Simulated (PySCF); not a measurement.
Si(CCH)(Me)(OH)2 (C3H6O2Si), SMILES [Si](O)(C)(O)C#C.

Geometry: B3LYP-D3(BJ)/def2-SVP. This is a generated structure with no PubChem entry under its InChIKey; it may be hypothetical. One conformer was computed; it need not be the lowest.

Level of theory: B3LYP-D3(BJ)/def2-SVP run with PySCF 2.14.0.

Frequencies are harmonic and unscaled.

```json
[
 {"mode": "1", "ν (cm⁻¹)": "120", "IR (km/mol)": "0.7", "moving atoms (share of kinetic energy)": "C 51 %, H 31 %, O 14 %"},
 {"mode": "2", "ν (cm⁻¹)": "132", "IR (km/mol)": "2.4", "moving atoms (share of kinetic energy)": "H 58 %, C 24 %, O 15 %"},
 {"mode": "3", "ν (cm⁻¹)": "146", "IR (km/mol)": "1.1", "moving atoms (share of kinetic energy)": "H 54 %, O 29 %, C 15 %"},
 {"mode": "4", "ν (cm⁻¹)": "208", "IR (km/mol)": "46.6", "moving atoms (share of kinetic energy)": "H 67 %, C 17 %, O 11 %"},
 {"mode": "5", "ν (cm⁻¹)": "232", "IR (km/mol)": "22.8", "moving atoms (share of kinetic energy)": "H 41 %, O 32 %, C 21 %"},
 {"mode": "6", "ν (cm⁻¹)": "268", "IR (km/mol)": "47.6", "moving atoms (share of kinetic energy)": "H 54 %, O 23 %, C 20 %"},
 {"mode": "7", "ν (cm⁻¹)": "274", "IR (km/mol)": "18.7", "moving atoms (share of kinetic energy)": "H 41 %, C 23 %, O 23 %, Si 12 %"},
 {"mode": "8", "ν (cm⁻¹)": "353", "IR (km/mol)": "93.2", "moving atoms (share of kinetic energy)": "O 40 %, H 33 %, C 22 %"},
 {"mode": "9", "ν (cm⁻¹)": "388", "IR (km/mol)": "59.6", "moving atoms (share of kinetic energy)": "C 58 %, H 16 %, O 15 %, Si 11 %"},
 {"mode": "10", "ν (cm⁻¹)": "399", "IR (km/mol)": "66.6", "moving atoms (share of kinetic energy)": "C 47 %, O 27 %, H 17 %, Si 8 %"},
 {"mode": "11", "ν (cm⁻¹)": "589", "IR (km/mol)": "37.5", "moving atoms (share of kinetic energy)": "C 59 %, Si 16 %, O 13 %, H 13 %"},
 {"mode": "12", "ν (cm⁻¹)": "712", "IR (km/mol)": "74.5", "moving atoms (share of kinetic energy)": "C 36 %, H 27 %, Si 25 %, O 12 %"},
 {"mode": "13", "ν (cm⁻¹)": "743", "IR (km/mol)": "27.5", "moving atoms (share of kinetic energy)": "H 75 %, C 25 %"},
 {"mode": "14", "ν (cm⁻¹)": "746", "IR (km/mol)": "25.4", "moving atoms (share of kinetic energy)": "H 75 %, C 24 %"},
 {"mode": "15", "ν (cm⁻¹)": "763", "IR (km/mol)": "71.9", "moving atoms (share of kinetic energy)": "H 77 %, C 16 %"},
 {"mode": "16", "ν (cm⁻¹)": "774", "IR (km/mol)": "36.1", "moving atoms (share of kinetic energy)": "H 66 %, O 19 %, C 15 %"},
 {"mode": "17", "ν (cm⁻¹)": "808", "IR (km/mol)": "126.9", "moving atoms (share of kinetic energy)": "H 56 %, O 30 %"},
 {"mode": "18", "ν (cm⁻¹)": "881", "IR (km/mol)": "363.5", "moving atoms (share of kinetic energy)": "H 59 %, Si 21 %, O 13 %"},
 {"mode": "19", "ν (cm⁻¹)": "900", "IR (km/mol)": "104.4", "moving atoms (share of kinetic energy)": "Si 37 %, H 33 %, O 25 %"},
 {"mode": "20", "ν (cm⁻¹)": "941", "IR (km/mol)": "154.4", "moving atoms (share of kinetic energy)": "Si 46 %, O 37 %, H 14 %"},
 {"mode": "21", "ν (cm⁻¹)": "1281", "IR (km/mol)": "36.6", "moving atoms (share of kinetic energy)": "H 77 %, C 23 %"},
 {"mode": "22", "ν (cm⁻¹)": "1428", "IR (km/mol)": "2.9", "moving atoms (share of kinetic energy)": "H 96 %"},
 {"mode": "23", "ν (cm⁻¹)": "1433", "IR (km/mol)": "2.3", "moving atoms (share of kinetic energy)": "H 96 %"},
 {"mode": "24", "ν (cm⁻¹)": "2157", "IR (km/mol)": "48.3", "moving atoms (share of kinetic energy)": "C 90 %, H 10 %"},
 {"mode": "25", "ν (cm⁻¹)": "3034", "IR (km/mol)": "1.3", "moving atoms (share of kinetic energy)": "H 97 %"},
 {"mode": "26", "ν (cm⁻¹)": "3124", "IR (km/mol)": "5.2", "moving atoms (share of kinetic energy)": "H 91 %, C 9 %"},
 {"mode": "27", "ν (cm⁻¹)": "3134", "IR (km/mol)": "3.6", "moving atoms (share of kinetic energy)": "H 91 %, C 9 %"},
 {"mode": "28", "ν (cm⁻¹)": "3456", "IR (km/mol)": "42.5", "moving atoms (share of kinetic energy)": "H 86 %, C 14 %"},
 {"mode": "29", "ν (cm⁻¹)": "3866", "IR (km/mol)": "85.2", "moving atoms (share of kinetic energy)": "H 94 %"},
 {"mode": "30", "ν (cm⁻¹)": "3869", "IR (km/mol)": "79.3", "moving atoms (share of kinetic energy)": "H 94 %"}
]
```
